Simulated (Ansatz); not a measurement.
**A relaxation, step by step**

CH7FGe, singlet, PBE0-D4/def2-TZVP (Ansatz 0.2.0). Settings:

```yaml
hamiltonian: {xc: pbe0, dispersion: d4}
relax: {f_tol: 0.005, max_steps: 200}
```

Start, a step off a saddle point along its unstable mode:

Ge1  (-0.317, 0.018, -0.638)
H2  (-0.463, 1.953, -0.001)
H3  (-0.258, -0.480, -2.078)
H4  (-1.899, 0.284, -0.407)
C5  (0.293, -1.000, 0.870)
H6  (0.116, 1.882, -0.239)
F7  (1.280, 0.928, -0.921)
H8  (-0.214, -1.968, 0.890)
H9  (0.106, -0.474, 1.799)
H10  (1.356, -1.142, 0.725)
(Å)

| step | energy less the last (meV) | largest force component (eV/Å) |
| --- | --- | --- |
| 1 | 1883.9 | 6.596 |
| 2 | 976.2 | 0.952 |
| 3 | 532.4 | 0.889 |
| 4 | 224.8 | 0.604 |
| 5 | 89.5 | 0.317 |
| 6 | 32.9 | 0.107 |
| 7 | 22.6 | 0.291 |
| 8 | 19.0 | 0.631 |
| 9 | 4.4 | 0.068 |
| 10 | 2.9 | 0.038 |
| 11 | 2.5 | 0.111 |
| 12 | 1.7 | 0.008 |
| 13 | 1.5 | 0.018 |
| 14 | 1.1 | 0.017 |
| 15 | 0.9 | 0.044 |
| 16 | 0.7 | 0.046 |
| 17 | 0.4 | 0.036 |
| 18 | 0.2 | 0.037 |
| 19 | 0.1 | 0.030 |
| 20 | 0.0 | 0.013 |
| 21 | 0.0 | 0.001 |
| 22 | 0.0 | 0.002 |
| 23 | 0.0 | 0.003 |
| 24 | 0.0 | 0.002 |

Step 7, positions (Å) and forces (eV/Å):

| atom | x | y | z | Fx | Fy | Fz |
| --- | --- | --- | --- | --- | --- | --- |
| Ge1 | -0.208 | -0.331 | -0.871 | -0.139 | -0.291 | -0.145 |
| H2 | -0.615 | 2.873 | 0.614 | 0.163 | -0.069 | -0.091 |
| H3 | -0.167 | -1.333 | -2.035 | 0.046 | 0.037 | -0.099 |
| H4 | -1.563 | 0.389 | -0.825 | 0.017 | 0.059 | 0.028 |
| C5 | 0.318 | -1.158 | 0.794 | 0.021 | 0.043 | 0.143 |
| H6 | -0.044 | 2.597 | 0.208 | -0.156 | 0.113 | 0.115 |
| F7 | 0.992 | 0.888 | -1.239 | -0.024 | -0.018 | 0.036 |
| H8 | -0.274 | -2.049 | 1.027 | 0.002 | 0.158 | -0.126 |
| H9 | 0.192 | -0.430 | 1.596 | 0.061 | -0.049 | 0.108 |
| H10 | 1.368 | -1.446 | 0.730 | 0.009 | 0.017 | 0.031 |

Step 9, positions (Å) and forces (eV/Å):

| atom | x | y | z | Fx | Fy | Fz |
| --- | --- | --- | --- | --- | --- | --- |
| Ge1 | -0.221 | -0.391 | -0.901 | -0.035 | -0.038 | -0.023 |
| H2 | -0.547 | 2.979 | 0.700 | 0.066 | -0.034 | -0.048 |
| H3 | -0.087 | -1.370 | -2.082 | 0.009 | 0.021 | 0.021 |
| H4 | -1.610 | 0.269 | -0.875 | 0.032 | -0.002 | 0.007 |
| C5 | 0.318 | -1.156 | 0.793 | 0.014 | 0.024 | 0.031 |
| H6 | -0.039 | 2.681 | 0.236 | -0.067 | 0.048 | 0.059 |
| F7 | 0.913 | 0.898 | -1.240 | -0.009 | -0.002 | -0.003 |
| H8 | -0.315 | -2.008 | 1.046 | 0.022 | -0.049 | -0.040 |
| H9 | 0.229 | -0.419 | 1.591 | 0.006 | 0.068 | -0.009 |
| H10 | 1.358 | -1.482 | 0.732 | -0.038 | -0.035 | 0.006 |

Step 15, positions (Å) and forces (eV/Å):

| atom | x | y | z | Fx | Fy | Fz |
| --- | --- | --- | --- | --- | --- | --- |
| Ge1 | -0.241 | -0.464 | -0.962 | -0.004 | 0.024 | -0.017 |
| H2 | -0.384 | 3.032 | 0.893 | 0.007 | -0.006 | -0.006 |
| H3 | 0.024 | -1.464 | -2.101 | 0.005 | 0.015 | 0.018 |
| H4 | -1.685 | 0.066 | -1.003 | 0.031 | -0.005 | 0.006 |
| C5 | 0.298 | -1.109 | 0.783 | -0.013 | 0.021 | 0.013 |
| H6 | 0.008 | 2.715 | 0.341 | -0.007 | 0.002 | 0.007 |
| F7 | 0.776 | 0.919 | -1.313 | -0.028 | -0.044 | 0.009 |
| H8 | -0.326 | -1.953 | 1.085 | 0.010 | 0.010 | -0.010 |
| H9 | 0.190 | -0.310 | 1.519 | 0.004 | -0.022 | -0.020 |
| H10 | 1.340 | -1.431 | 0.758 | -0.005 | 0.004 | -0.001 |

Last step (24):

```json
{"atom": "Ge1", "x (Å)": "-0.2636", "y (Å)": "-0.4843", "z (Å)": "-1.0016"}
{"atom": "H2", "x (Å)": "-0.2580", "y (Å)": "2.8983", "z (Å)": "1.0209"}
{"atom": "H3", "x (Å)": "0.0624", "y (Å)": "-1.5245", "z (Å)": "-2.0860"}
{"atom": "H4", "x (Å)": "-1.7241", "y (Å)": "-0.0125", "z (Å)": "-1.0872"}
{"atom": "C5", "x (Å)": "0.2726", "y (Å)": "-1.0255", "z (Å)": "0.7780"}
{"atom": "H6", "x (Å)": "0.0787", "y (Å)": "2.6189", "z (Å)": "0.4150"}
{"atom": "F7", "x (Å)": "0.7033", "y (Å)": "0.9187", "z (Å)": "-1.4021"}
{"atom": "H8", "x (Å)": "-0.2871", "y (Å)": "-1.9099", "z (Å)": "1.0885"}
{"atom": "H9", "x (Å)": "0.0787", "y (Å)": "-0.2186", "z (Å)": "1.4850"}
{"atom": "H10", "x (Å)": "1.3371", "y (Å)": "-1.2607", "z (Å)": "0.7893"}
```

Hardware: 4 CPU threads of an Intel Xeon, shared host. Wall time about 110 s.
